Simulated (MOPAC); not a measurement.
Job for MOPAC: PM7 on C3H7B (SMILES BCC=C), a point of a torsion scan.

```
PM7 1SCF PRECISE CHARGE=0 THREADS=1
C3H7B

B     -1.58668333 1     0.95592214 1     0.57018725 1
C     -0.67650869 1     0.08596504 1    -0.36621251 1
C      0.50760728 1    -0.66734126 1     0.16948081 1
C      0.92634311 1    -0.70686132 1     1.41989610 1
H     -1.24066874 1     1.33407440 1     1.61902124 1
H     -2.63326020 1     1.28781360 1     0.16465670 1
H     -0.29731709 1     0.79184095 1    -1.12070885 1
H     -1.27526906 1    -0.61810253 1    -0.95564421 1
H      1.05598759 1    -1.22318358 1    -0.58447970 1
H      0.42272938 1    -0.18109783 1     2.21170201 1
H      1.79343466 1    -1.27865414 1     1.70615298 1
```

Program output:

```
*******************************************************************************
 **                                                                           **
 **                              MOPAC v23.2.5                                **
 **                                                                           **
 *******************************************************************************
 ** MOPAC's Digital Object Identifier: https://doi.org/10.5281/zenodo.6511958 **
 **                                                                           **
 ** Please cite the open-source release paper for use of this MOPAC version:  **
 ** J. E. Moussa and J. J. P. Stewart (2026)                                  **
 ** MOPAC: An open-source semiempirical molecular orbital program             **
 ** J. Open Source Softw., 11(119), 8025, https://doi.org/10.21105/joss.08025 **
 *******************************************************************************

                              PM7 CALCULATION RESULTS

 *******************************************************************************
 *  PM7        - The PM7 Hamiltonian to be used
 *
 *
 *
 *                 CHARGE ON SYSTEM = 0
 *
 *
 *
 *  PRECISE    - TIGHTER CRITERIA TO BE USED
 *  1SCF       - DO 1 SCF AND THEN STOP
 *  THREADS=1  - MULTI-THREADING NOT USED
 *  T=         - A TIME OF 172800.0 SECONDS REQUESTED
 *  DUMP=N     - RESTART FILE WRITTEN EVERY 7200.0 SECONDS REQUESTED
 *******************************************************************************
PM7 1SCF PRECISE CHARGE=0 THREADS=1
 C3H7B

   ATOM   CHEMICAL          X               Y               Z
  NUMBER   SYMBOL      (ANGSTROMS)     (ANGSTROMS)     (ANGSTROMS)

     1       B         -1.58668333  *   0.95592214  *   0.57018725  *
     2       C         -0.67650869  *   0.08596504  *  -0.36621251  *
     3       C          0.50760728  *  -0.66734126  *   0.16948081  *
     4       C          0.92634311  *  -0.70686132  *   1.41989610  *
     5       H         -1.24066874  *   1.33407440  *   1.61902124  *
     6       H         -2.63326020  *   1.28781360  *   0.16465670  *
     7       H         -0.29731709  *   0.79184095  *  -1.12070885  *
     8       H         -1.27526906  *  -0.61810253  *  -0.95564421  *
     9       H          1.05598759  *  -1.22318358  *  -0.58447970  *
    10       H          0.42272938  *  -0.18109783  *   2.21170201  *
    11       H          1.79343466  *  -1.27865414  *   1.70615298  *



          CARTESIAN COORDINATES

    NO.       ATOM           X           Y           Z

     1         B         -1.5867      0.9559      0.5702
     2         C         -0.6765      0.0860     -0.3662
     3         C          0.5076     -0.6673      0.1695
     4         C          0.9263     -0.7069      1.4199
     5         H         -1.2407      1.3341      1.6190
     6         H         -2.6333      1.2878      0.1647
     7         H         -0.2973      0.7918     -1.1207
     8         H         -1.2753     -0.6181     -0.9556
     9         H          1.0560     -1.2232     -0.5845
    10         H          0.4227     -0.1811      2.2117
    11         H          1.7934     -1.2787      1.7062

 General Reference for PM7:
 "Optimization of Parameters for Semiempirical Methods VI: More Modifications to the
 NDDO Approximations and Re-optimization of Parameters", J. J. P. Stewart, J. Mol. Mod., 1:32, 19 (2013)
 https://link.springer.com/article/10.1007/s00894-012-1667-x

           Empirical Formula: C3 H7 B  =    11 atoms



      MOLECULAR POINT GROUP   :   C1


      RHF CALCULATION, NO. OF DOUBLY OCCUPIED LEVELS = 11


 -------------------------------------------------------------------------------
 PM7 1SCF PRECISE CHARGE=0 THREADS=1
 C3H7B



     1SCF WAS SPECIFIED, SO BFGS WAS NOT USED
     SCF FIELD WAS ACHIEVED


                              PM7 CALCULATION
                                                       MOPAC v23.2.5 Linux




          FINAL HEAT OF FORMATION =         24.54686 KCAL/MOL =     102.70406 KJ/MOL


          COSMO AREA              =        110.81 SQUARE ANGSTROMS
          COSMO VOLUME            =         96.16 CUBIC ANGSTROMS

          IONIZATION POTENTIAL    =         10.140513 EV
          HOMO LUMO ENERGIES (EV) =        -10.141 -0.380
          NO. OF FILLED LEVELS    =         11
          MOLECULAR WEIGHT        =         53.8983         POINT GROUP:  C1

          MOLECULAR DIMENSIONS (Angstroms)

            Atom       Atom       Distance
            H    11    H     6     5.34402
            H     9    H     5     3.23185
            H     8    H     7     1.68060


          SCF CALCULATIONS        =          1





   ATOM   CHEMICAL          X               Y               Z
  NUMBER   SYMBOL      (ANGSTROMS)     (ANGSTROMS)     (ANGSTROMS)

     1       B         -1.58668333  *   0.95592214  *   0.57018725  *
     2       C         -0.67650869  *   0.08596504  *  -0.36621251  *
     3       C          0.50760728  *  -0.66734126  *   0.16948081  *
     4       C          0.92634311  *  -0.70686132  *   1.41989610  *
     5       H         -1.24066874  *   1.33407440  *   1.61902124  *
     6       H         -2.63326020  *   1.28781360  *   0.16465670  *
     7       H         -0.29731709  *   0.79184095  *  -1.12070885  *
     8       H         -1.27526906  *  -0.61810253  *  -0.95564421  *
     9       H          1.05598759  *  -1.22318358  *  -0.58447970  *
    10       H          0.42272938  *  -0.18109783  *   2.21170201  *
    11       H          1.79343466  *  -1.27865414  *   1.70615298  *

                             CARTESIAN COORDINATES

   1    B       -1.586683330     0.955922140     0.570187250
   2    C       -0.676508690     0.085965040    -0.366212510
   3    C        0.507607280    -0.667341260     0.169480810
   4    C        0.926343110    -0.706861320     1.419896100
   5    H       -1.240668740     1.334074400     1.619021240
   6    H       -2.633260200     1.287813600     0.164656700
   7    H       -0.297317090     0.791840950    -1.120708850
   8    H       -1.275269060    -0.618102530    -0.955644210
   9    H        1.055987590    -1.223183580    -0.584479700
  10    H        0.422729380    -0.181097830     2.211702010
  11    H        1.793434660    -1.278654140     1.706152980


           Empirical Formula: C3 H7 B  =    11 atoms



      MOLECULAR POINT GROUP   :   C1


                  EIGENVALUES
 -27.83501 -23.96342 -19.08789 -16.28533 -15.22557 -14.40220 -13.88219 -12.49960
 -11.40480 -11.21567 -10.14051  -0.37984   1.28999   2.99373   3.93216   4.48546
   5.48673   5.68510   6.18346   6.31192   6.50401   6.71189   6.86155


              NET ATOMIC CHARGES AND DIPOLE CONTRIBUTIONS

  ATOM NO.   TYPE          CHARGE      No. of ELECS.   s-Pop       p-Pop
    1          B           0.037985        2.9620     0.79300     2.16901
    2          C          -0.444203        4.4442     1.05676     3.38744
    3          C          -0.092590        4.0926     1.08533     3.00726
    4          C          -0.343358        4.3434     1.09136     3.25200
    5          H           0.046141        0.9539     0.95386
    6          H           0.040302        0.9597     0.95970
    7          H           0.171870        0.8281     0.82813
    8          H           0.161557        0.8384     0.83844
    9          H           0.129806        0.8702     0.87019
   10          H           0.149547        0.8505     0.85045
   11          H           0.142942        0.8571     0.85706
 DIPOLE           X         Y         Z       TOTAL
 POINT-CHG.    -0.426     0.402    -0.412     0.716
 HYBRID         0.275    -0.264    -0.395     0.549
 SUM           -0.151     0.138    -0.807     0.833


          ATOMIC ORBITAL ELECTRON POPULATIONS

     Atom    s        px        py        pz
    1  B   0.79300   0.89121   0.37624   0.90156
    2  C   1.05676   1.09768   1.12627   1.16349
    3  C   1.08533   0.98488   0.98888   1.03350
    4  C   1.09136   1.10295   1.08821   1.06084
    5  H   0.95386
    6  H   0.95970
    7  H   0.82813
    8  H   0.83844
    9  H   0.87019
   10  H   0.85045
   11  H   0.85706

 **********************
 *                    *
 * JOB ENDED NORMALLY *
 *                    *
 **********************




 == MOPAC DONE ==
```

The run finished.

Cost: about 0.020 core-seconds (a rough figure).
